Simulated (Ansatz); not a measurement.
Consider the ligand exchange at the Si–C bond: `C[Si]1([SeH])CO1` + H–F → `F[Si]1([SeH])CO1` + CH₄.

Calculated with Ansatz (gas phase, PBE0-D4/def2-TZVP geometries, no zero-point term in ΔE). CCSD(T)/CBS adds triple-zeta CCSD(T) − MP2 to the extrapolated MP2 energy (def2 sets, frozen cores). This one scheme is used for every species. DFT in def2-TZVPP. For Se outer-core shells are correlated without core-valence functions, which leaves a few kJ/mol of doubt a bond. Scalar relativity is left out up to krypton. One conformer a species, not always the lowest.

`C[Si]1([SeH])CO1`:

Z-matrix (Å, degrees):
```
C
Si 1 1.850
H 1 1.092 2 109.5
H 1 1.093 2 110.5 3 -119.6
H 1 1.092 2 111.0 3 120.3
Se 2 2.260 1 109.2 3 -179.3
C 2 1.802 1 124.9 3 -19.0
O 2 1.653 1 118.7 3 41.4
H 6 1.468 2 92.1 1 -179.3
H 7 1.088 2 122.0 1 -160.3
H 7 1.089 2 123.1 1 2.6
```

H–F:

Z-matrix (Å, degrees):
```
F
H 1 0.920
```

`F[Si]1([SeH])CO1`:

```xyz
8

F    -0.203    1.729   -0.857
Si   -0.027    0.437    0.044
Se   -1.333    0.629    1.849
C     0.689   -1.055   -0.636
O     1.467   -0.158    0.304
H    -2.247    1.536    1.140
H     1.130   -1.077   -1.630
H     0.523   -2.042   -0.213
```

CH₄:

Cartesian coordinates in Å:
```
C 0.000 0.000 0.000
H -0.485 -0.206 -0.954
H -0.099 -0.867 0.653
H -0.472 0.863 0.468
H 1.056 0.210 -0.168
```

Question: Is it downhill or uphill in electronic energy at CCSD(T)/CBS, and by how much? (An estimate is asked.)

Answer: Computed: Downhill: ΔE = -127.9 kJ/mol.

Question: What do these levels give: PBE-D4, r2SCAN-D4, B2PLYP, PBE0, SCS-MP2/def2-TZVPP, SCS-MP2/def2-QZVPP? (Estimate.)

Answer: Computed: PBE-D4 -123.3, r2SCAN-D4 -136.7, B2PLYP -139.7, PBE0 -127.1, SCS-MP2/def2-TZVPP -134.4, SCS-MP2/def2-QZVPP -133.6 kJ/mol.

Largest T1 diagnostic among the species: 0.012.

The D4 term adds +7.1 kJ/mol with B3LYP and +4.1 kJ/mol with PBE0; it sums over pairs of atoms, weighted by their polarisabilities, and B3LYP, whose exchange is more repulsive, gets the larger term. In def2-TZVPP, CCSD(T) changes the Hartree–Fock value by +22.1 kJ/mol (the triples alone add +2.8 kJ/mol) and MP2 by +24.4 kJ/mol.

B3LYP here is the variant with VWN-RPA as its local correlation; programs differ in this.
